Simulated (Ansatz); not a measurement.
Abridged output of a molecular run in Ansatz:

```
Functional definition: HF
1518 factors; integrals over basis functions are off by at most 1.2e-3 eV
mean field evaluation 1: about -18371.0811 eV, gradient 4.7e1 eV
mean field evaluation 2: about -18371.0894 eV, gradient 4.7e1 eV
mean field evaluation 4: about -18376.6094 eV, gradient 3.8e0 eV
mean field evaluation 8: about -18376.6631 eV, gradient 1.4e-4 eV
mean field -18376.66309672 eV, -675.3299126547 hartree, gradient 1.0e-6 eV, S^2 0.000000; 0 other end points of the search recorded, 0 dependent functions left out
14 core orbitals not correlated: weight in the atoms' cores, before any rotation towards them, 1.000 or more for the frozen orbitals, at most 0.000 for the correlated occupied ones
reference -18376.66309672 eV, -675.3299126547 hartree; 18, 18 occupied and 120, 120 virtual orbitals, 1518 factors
second order -21.43782879 eV of doubles, -0.00000000 eV of singles
cycle   1  -22.80813436 eV  change    -1.4e0 eV  update   9.4e-2
cycle   2  -23.41103365 eV  change   -6.0e-1 eV  update   2.8e-2
cycle   3  -23.49250096 eV  change   -8.1e-2 eV  update   9.7e-3
cycle   4  -23.49072653 eV  change    1.8e-3 eV  update   2.5e-3
cycle   5  -23.49092340 eV  change   -2.0e-4 eV  update   7.4e-4
cycle   6  -23.49084179 eV  change    8.2e-5 eV  update   2.1e-4
cycle   7  -23.49079048 eV  change    5.1e-5 eV  update   6.3e-5
cycle   8  -23.49078981 eV  change    6.7e-7 eV  update   2.1e-5
perturbative correction -0.60948782 eV, -0.0223982642 hartree
Total energy: -18400.76337435 eV, -676.2155815218 hartree
```

Its atoms:

```xyz
18

C    -0.411   -0.431    2.434
Al   -0.925    0.805    1.003
N    -1.432   -0.190   -0.607
Al    0.212    0.334   -1.534
C     1.430   -1.196   -1.675
N     0.662    1.420    0.033
H    -1.277   -0.956    2.850
H     0.291   -1.198    2.088
H     0.069    0.089    3.270
H    -1.929    2.028    1.214
H    -1.541   -1.188   -0.470
H    -2.283    0.139   -1.049
H    -0.148    1.289   -2.761
H     1.083   -1.927   -2.413
H     1.538   -1.729   -0.724
H     2.434   -0.890   -1.987
H     1.544    1.183    0.472
H     0.683    2.418   -0.144
```

(1) Which basis set was used?
A. cc-pV(T+d)Z
B. def2-TZVPPD
C. def2-SVP
D. def2-QZVPP

(2) Write the keys of the input that set method, charge and spin (a neutral closed shell needs none for the last two).

Answers

(1) C. It gives 152 functions.

(2) 
```yaml
correlation: {method: ccsd_t}
```
